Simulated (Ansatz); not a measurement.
Mulliken charges of BCl5Si (`ClB(Cl)[Si](Cl)(Cl)Cl`) from PBE/def2-TZVPP in Ansatz (PBE0-D4/def2-TZVP geometry).

| atom | x (Å) | y (Å) | z (Å) | charge (e) |
| --- | --- | --- | --- | --- |
| Cl1 | 0.281 | 1.634 | 1.894 | -0.047 |
| B2 | 0.207 | 1.157 | 0.229 | 0.158 |
| Cl3 | 0.397 | 2.329 | -1.031 | -0.040 |
| Si4 | -0.116 | -0.788 | -0.193 | 0.427 |
| Cl5 | -1.951 | -1.316 | 0.524 | -0.165 |
| Cl6 | 1.306 | -1.924 | 0.724 | -0.165 |
| Cl7 | -0.062 | -1.160 | -2.192 | -0.168 |

By hand: the dipole of these point charges (1 e Å = 4.8032 D).

Σ q r = (0.071, 0.406, 0.068) e Å, of length 0.418 e Å = 2.01 D.

How does the dipole of the full density compare? (An estimate is asked.)

Ansatz gave: (0.036, 0.204, 0.033) e Å, 1.01 D; the point charges give 1.99 times that, at 0° from its direction.

Point charges leave out the atoms' own dipoles, such as those of lone pairs, and Mulliken's split depends on the basis, so the two needn't agree.
